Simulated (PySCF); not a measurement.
**Iodine: a sound run and one with changed settings**

Sound run: I⁺ [Kr] 4d10 5s2 5p4, I²⁺ [Kr] 4d10 5s2 5p3. All numbers are calculated (PySCF 2.14, scalar relativity through the core potential, in cc-pVDZ-PP with ECP28MDF). In the sound run the correlated levels freeze 4s2 4p6 4d10 outside the core potential. The sound run starts from symmetry-adapted Hartree-Fock orbitals and uses a fine grid where one is needed.

Changed run: a valence shell is frozen. This setting is unsound on purpose.

| species | method | sound run (hartree) | changed run (hartree) | converged |
| --- | --- | --- | --- | --- |
| I⁺ | MP2 | -294.36037 | -294.32967 | yes |
| I⁺ | CCSD(T) | -294.37448 | -294.33699 | yes |
| I²⁺ | MP2 | -293.69912 | -293.66336 | yes |
| I²⁺ | CCSD(T) | -293.71209 | -293.66722 | yes |

Ionisation energy of I⁺:

| method | sound run (eV) | changed run (eV) |
| --- | --- | --- |
| UHF | 17.634 | 17.634 |
| MP2 | 17.993 | 18.131 |
| SCS-MP2 | 18.001 | 18.225 |
| CCSD | 18.019 | 18.225 |
| CCSD(T) | 18.025 | 18.225 |

Freezing a valence shell removes pair correlation that changes on ionisation.

For comparison, NIST gives 19.131 eV between the lowest levels.
